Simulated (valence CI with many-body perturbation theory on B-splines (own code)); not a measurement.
# E1 line list for Tm54+

Calculated by configuration interaction combined with many-body perturbation theory (CI+MBPT): five valence electrons over a frozen Dirac-Fock core [Ne], radial functions for each j: 11 s, 11 p, 10 d, 8 f, 5 g, 2 h, with the one-electron correlation potential Σ1, the two-electron term Σ2, the three-electron term Σ3, Breit, model QED; selected CI, second order for the rest, scaled by the run's own slope (own B-spline code, finite nucleus).

No measured spectrum was set against this ion. As an estimate, large intervals hold to a few tenths of a per cent, small ones and those within an open d or f shell to about a per cent. Among the levels kept, up to 3100 cm⁻¹ of a level comes from second order outside the variational space, and about a tenth of that is noise between levels of different J, which matters for small intervals.

Lines 101 to 150 of 565 in falling wavelength, among levels below 79.607 Ry, chosen from the strongest by gf and those to the six lowest levels. Wavelengths and rates use the calculated energies. Electric multipoles are in the length gauge, E1 and E2 with the static RPA response of the core. Weak lines are less certain than strong ones. Lines between different terms over intervals too small for the method are left out, as are lines whose strength nearly cancels. The highest levels of a list are the least certain.

Levels are named by their leading jj configuration (3d3/2^4 stands for four electrons in 3d with j = 3/2), which in mixed levels can hold well under half, so a name can repeat and another be missing. Letters in brackets count levels of one name in rising energy.

```tsv
λ vac (nm)	Upper	Lower	A (s⁻¹)	log gf	Branch %
5.061	(3s^2 3p3/2 3d5/2^2) J=5/2	(3s^2 3p3/2^2 3d5/2) J=3/2	5.26e+10	-0.92	10.0
5.041	(3s^2 3p1/2 3p3/2 3d3/2) J=5/2 [b]	(3s^2 3p1/2 3p3/2^2) J=3/2	5.65e+08	-2.89	0.0
4.920	(3s^2 3p1/2 3p3/2 3d5/2) J=3/2 [a]	(3s^2 3p1/2 3p3/2^2) J=1/2	1.15e+09	-2.78	0.9
4.869	(3s^2 3p1/2 3p3/2 3d3/2) J=1/2 [b]	(3s^2 3p1/2 3p3/2^2) J=3/2	6.50e+09	-2.34	0.3
4.851	(3s^2 3p1/2 3p3/2 3d5/2) J=7/2 [a]	(3s^2 3p1/2 3p3/2^2) J=5/2	7.41e+08	-2.68	90.2
4.821	(3s 3p1/2^2 3d5/2^2) J=5/2	(3s 3p1/2^2 3p3/2 3d5/2) J=3/2 [b]	3.27e+10	-1.17	8.0
4.772	(3s^2 3p3/2 3d5/2^2) J=7/2	(3s^2 3p3/2^2 3d5/2) J=5/2 [a]	3.83e+10	-0.98	16.1
4.751	(3s 3p1/2^2 3d5/2^2) J=9/2	(3s 3p1/2^2 3p3/2 3d5/2) J=7/2 [b]	4.19e+10	-0.85	12.3
4.750	(3s 3p1/2^2 3p3/2 3d5/2) J=3/2 [a]	(3s 3p1/2^2 3p3/2^2) J=3/2	4.10e+10	-1.26	20.0
4.699	(3s^2 3p1/2 3d5/2^2) J=3/2	(3s^2 3p1/2 3p3/2 3d5/2) J=1/2	9.16e+10	-0.92	17.4
4.683	(3s 3p1/2^2 3d5/2^2) J=7/2	(3s 3p1/2^2 3p3/2 3d5/2) J=5/2 [b]	2.00e+11	-0.28	54.5
4.661	(3s^2 3p1/2 3p3/2 3d5/2) J=3/2 [a]	(3s^2 3p1/2 3p3/2^2) J=5/2	1.33e+10	-1.76	10.2
4.657	(3s 3p1/2^2 3d3/2 3d5/2) J=5/2 [b]	(3s 3p1/2^2 3p3/2 3d3/2) J=5/2 [b]	2.33e+10	-1.34	9.2
4.654	(3s^2 3p1/2 3d5/2^2) J=7/2	(3s^2 3p1/2 3p3/2 3d5/2) J=5/2 [b]	2.60e+11	-0.17	54.6
4.639	(3s^2 3p1/2 3d5/2^2) J=9/2	(3s^2 3p1/2 3p3/2 3d5/2) J=7/2 [b]	2.17e+11	-0.15	71.9
4.631	(3s^2 3p1/2 3d5/2^2) J=5/2	(3s^2 3p1/2 3p3/2 3d5/2) J=3/2 [b]	9.15e+10	-0.75	21.9
4.630	(3s 3p1/2^2 3d3/2 3d5/2) J=3/2 [b]	(3s 3p1/2^2 3p3/2 3d3/2) J=1/2 [b]	4.16e+10	-1.27	18.0
4.625	(3s 3p1/2^2 3d5/2^2) J=3/2	(3s 3p1/2^2 3p3/2 3d5/2) J=3/2 [b]	5.01e+10	-1.19	11.9
4.608	(3s 3p1/2 3p3/2^2 3d5/2) J=3/2 [a]	(3s 3p1/2 3p3/2^3) J=5/2	4.43e+10	-1.25	5.4
4.600	(3s^2 3p1/2 3p3/2 3d5/2) J=5/2 [a]	(3s^2 3p1/2 3p3/2^2) J=5/2	6.37e+10	-0.92	53.1
4.596	(3s^2 3p3/2 3d3/2 3d5/2) J=7/2 [a]	(3s^2 3p3/2^2 3d3/2) J=7/2	2.12e+10	-1.27	0.8
4.583	(3s 3p1/2^2 3d5/2^2) J=3/2	(3s 3p1/2^2 3p3/2 3d5/2) J=5/2 [b]	4.18e+10	-1.28	10.0
4.581	(3s 3p1/2 3p3/2^2 3d5/2) J=7/2 [b]	(3s 3p1/2 3p3/2^3) J=5/2	2.31e+10	-1.24	4.5
4.565	(3s^2 3p1/2 3d3/2 3d5/2) J=7/2 [a]	(3s^2 3p1/2 3p3/2 3d3/2) J=7/2	3.57e+10	-1.05	14.4
4.555	(3s^2 3p3/2 3d3/2 3d5/2) J=3/2 [a]	(3s^2 3p3/2^2 3d3/2) J=1/2	3.85e+10	-1.32	1.6
4.550	(3s 3p1/2^2 3d3/2 3d5/2) J=7/2 [b]	(3s 3p1/2^2 3p3/2 3d3/2) J=5/2 [b]	1.27e+11	-0.50	49.9
4.534	(3s^2 3p3/2 3d3/2 3d5/2) J=3/2 [a]	(3s^2 3p3/2^2 3d3/2) J=3/2 [a]	4.40e+10	-1.27	1.8
4.529	(3s^2 3p3/2 3d3/2 3d5/2) J=5/2 [b]	(3s^2 3p3/2^2 3d3/2) J=3/2 [a]	4.78e+10	-1.05	2.2
4.522	(3s 3p1/2^2 3d3/2 3d5/2) J=1/2	(3s 3p1/2^2 3p3/2 3d3/2) J=1/2 [b]	1.25e+11	-1.11	48.5
4.498	(3s^2 3p1/2 3d5/2^2) J=5/2	(3s^2 3p1/2 3p3/2 3d5/2) J=7/2 [b]	5.63e+10	-0.99	13.5
4.498	(3s 3p1/2^2 3d5/2^2) J=3/2	(3s 3p1/2^2 3p3/2 3d5/2) J=1/2	9.10e+10	-0.96	21.7
4.486	(3s^2 3p1/2 3d3/2 3d5/2) J=5/2 [b]	(3s^2 3p1/2 3p3/2 3d3/2) J=3/2 [b]	1.38e+11	-0.60	4.6
4.481	(3s^2 3p3/2 3d3/2 3d5/2) J=5/2 [d]	(3s^2 3p3/2^2 3d5/2) J=7/2	2.45e+10	-1.35	1.5
4.480	(3s 3p1/2^2 3d5/2^2) J=9/2	(3s 3p1/2^2 3p3/2 3d5/2) J=7/2 [a]	1.65e+11	-0.30	48.5
4.479	(3s^2 3p3/2 3d3/2 3d5/2) J=5/2 [b]	(3s^2 3p3/2^2 3d3/2) J=5/2	3.83e+10	-1.16	1.8
4.477	(3s^2 3p1/2 3p3/2 3d5/2) J=3/2 [a]	(3s^2 3p1/2 3p3/2^2) J=3/2	1.02e+11	-0.91	77.9
4.476	(3s^2 3p3/2 3d3/2 3d5/2) J=5/2 [b]	(3s^2 3p3/2^2 3d3/2) J=7/2	2.56e+10	-1.34	1.2
4.470	(3s 3p1/2^2 3d5/2^2) J=7/2	(3s 3p1/2^2 3p3/2 3d5/2) J=7/2 [b]	7.50e+10	-0.75	20.5
4.467	(3s^2 3p3/2 3d3/2 3d5/2) J=7/2 [b]	(3s^2 3p3/2^2 3d3/2) J=7/2	1.02e+11	-0.61	6.4
4.465	(3s 3p1/2^2 3d3/2 3d5/2) J=5/2 [b]	(3s 3p1/2^2 3p3/2 3d3/2) J=3/2 [b]	8.40e+10	-0.82	33.3
4.441	(3s^2 3p3/2 3d5/2^2) J=11/2	(3s^2 3p3/2^2 3d5/2) J=9/2	1.82e+11	-0.19	77.9
4.434	(3s^2 3p1/2^2 3d5/2) J=5/2	(3s^2 3p1/2^2 3p3/2) J=3/2	1.57e+11	-0.56	100.0
4.433	(3s 3p1/2^2 3p3/2 3d5/2) J=5/2 [a]	(3s 3p1/2^2 3p3/2^2) J=5/2	1.16e+11	-0.69	42.8
4.430	(3s 3p1/2 3p3/2^2 3d5/2) J=5/2 [a]	(3s 3p1/2 3p3/2^3) J=3/2 [a]	2.79e+10	-1.31	4.1
4.420	(3s^2 3p1/2 3p3/2 3d5/2) J=5/2 [a]	(3s^2 3p1/2 3p3/2^2) J=3/2	3.45e+10	-1.22	28.7
4.402	(3s 3p1/2 3p3/2^2 3d5/2) J=3/2 [b]	(3s 3p1/2 3p3/2^3) J=5/2	9.41e+10	-0.96	9.0
4.399	(3s 3p1/2^2 3p3/2 3d5/2) J=1/2	(3s 3p1/2^2 3p3/2^2) J=1/2	2.09e+11	-0.92	74.6
4.383	(3s^2 3p1/2 3d3/2 3d5/2) J=7/2 [a]	(3s^2 3p1/2 3p3/2 3d3/2) J=5/2 [a]	1.48e+11	-0.47	59.9
4.380	(3s 3p1/2^2 3d3/2 3d5/2) J=3/2 [b]	(3s 3p1/2^2 3p3/2 3d3/2) J=3/2 [b]	8.83e+10	-0.99	38.2
4.370	(3s^2 3p1/2 3d3/2 3d5/2) J=5/2 [a]	(3s^2 3p1/2 3p3/2 3d3/2) J=3/2 [a]	1.12e+11	-0.71	36.8
```
